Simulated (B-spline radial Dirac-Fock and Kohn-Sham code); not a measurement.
**Tb⁵⁶⁺: scattering cross sections and density moments**

System: terbium as Tb⁵⁶⁺, [He] 2s2 2p5.

These are calculated numbers from a B-spline atomic structure program; the model is Dirac-Fock densities.

```
Sum of ⟨r⟩                          : 0.6118 bohr
Sum of ⟨r²⟩                         : 0.05722 bohr²
Sum of ⟨1/r⟩                        : 264.28 per bohr
Langevin diamagnetic susceptibility : -0.0453 × 10⁻⁶ cm³/mol
Lamb shielding (α²/3)Σ⟨1/r⟩         : 4691 ppm
```

Coherent scattering is the Thomson cross section weighted by f₀², without anomalous dispersion; incoherent scattering is Klein-Nishina weighted by S. The Lamb formula is the non-relativistic shielding expression. Electron correlation is left out. A dash stands where the photon energy is too low for the impulse approximation behind that column.

```
hν (keV)  coherent (b)  incoherent (b)  incoherent per electron (b)
       2         53.82               –                            –
  8.0478         52.84               –                            –
      10         52.28               –                            –
      20         47.93               –                            –
      30         41.93               –                            –
      50         29.53               –                            –
     500        0.8731           2.386                        0.265
    1000        0.2336           1.836                        0.204
```
